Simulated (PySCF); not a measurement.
C4H10Cd, SMILES C[CH2][Cd][CH2]C (GFN2-xTB optimised geometry):

```
15

Cd    -0.532    -1.168     0.000
C     -2.218     0.312     0.000
C     -1.871     1.319     1.098
H     -3.210    -0.102     0.192
H     -2.253     0.829    -0.967
H     -0.878     1.756     0.936
H     -1.886     0.848     2.085
H     -2.589     2.145     1.121
C      1.712    -1.168     0.000
C      2.126    -0.284    -1.178
H      2.189    -2.145    -0.099
H      2.068    -0.715     0.934
H      1.658     0.706    -1.116
H      1.846    -0.741    -2.132
H      3.210    -0.131    -1.198
```

Computed with B3LYP/def2-TZVP, def2 effective core potentials past Kr in PySCF.

Task: What are the frontier orbital energies and the dipole moment?

Result: HOMO-2 -9.17 eV, HOMO-1 -7.55 eV, HOMO -5.75 eV, LUMO -1.44 eV, LUMO+1 -0.47 eV; dipole moment 0.86 D.

On the same geometry PBE/def2-TZVP, def2 effective core potentials past Kr run with PySCF gives HOMO-2 -7.94 eV, HOMO-1 -6.63 eV, HOMO -4.95 eV, LUMO -1.86 eV, LUMO+1 -0.87 eV; dipole moment 0.66 D.
